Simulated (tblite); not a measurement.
Isomers of C6H7O2 (doublet state). Method: GFN2-xTB as coded in tblite; computed harmonic values from a numerical Hessian at the method's own geometry, unscaled. This tight-binding method is rough: wavenumbers can miss measured ones by several per cent, in bad cases by 10 to 20. One conformer each. Open shells enter through the occupations alone, without spin polarisation, and single modes of such species can be off by tens of per cent.

Electronic energies: GFN2-xTB at the same geometries; isomer energies are rough at this level and their order can be wrong.

```csv
SMILES,"electronic energy, lowest = 0 (kJ/mol)"
C#CC(=O)O[CH]CC,73.1
CC[CH]C#CC(=O)O,0.0
COCC(=O)C1=[C]C1,298.6
COC1=[C]OC=CC1,55.8
```

Task: How do GFN2-xTB zero-point energies change the relative energies?

Result: 
| SMILES | ZPE (kJ/mol) | of it from modes above 1550 cm⁻¹ | electronic (kJ/mol) | with ZPE, lowest = 0 (kJ/mol) | lowest mode (cm⁻¹) | rings |
| --- | --- | --- | --- | --- | --- | --- |
| CC[CH]C#CC(=O)O | 293.9 | 151.7 | 0.0 | 0.0 | 39 | 0 |
| COC1=[C]OC=CC1 | 298.6 | 144.6 | 55.8 | 60.5 | 98 | 1 |
| C#CC(=O)O[CH]CC | 290.8 | 152.2 | 73.1 | 70.0 | 27 | 0 |
| COCC(=O)C1=[C]C1 | 291.1 | 145.3 | 298.6 | 295.8 | 43 | 1 |

The zero-point energies span 7.8 kJ/mol, from `C#CC(=O)O[CH]CC` to `COC1=[C]OC=CC1`. The order is unchanged.

Task: What do entropy and thermal enthalpy add at 298.15 K and 1 bar (rigid rotor, harmonic oscillator, one conformer each)?

Result: 
```tsv
SMILES	point group	symmetry number	S (J/(mol K))	H − H(0) (kJ/mol)	ZPE + H − H(0) − TS (kJ/mol)
CC[CH]C#CC(=O)O	Cs	1	411.9	27.23	198.3
COC1=[C]OC=CC1	C1	1	363.7	22.60	212.7
C#CC(=O)O[CH]CC	C1	1	410.7	27.43	195.8
COCC(=O)C1=[C]C1	C1	1	399.2	26.19	198.3
```

S holds R ln(2S + 1) for the spin.
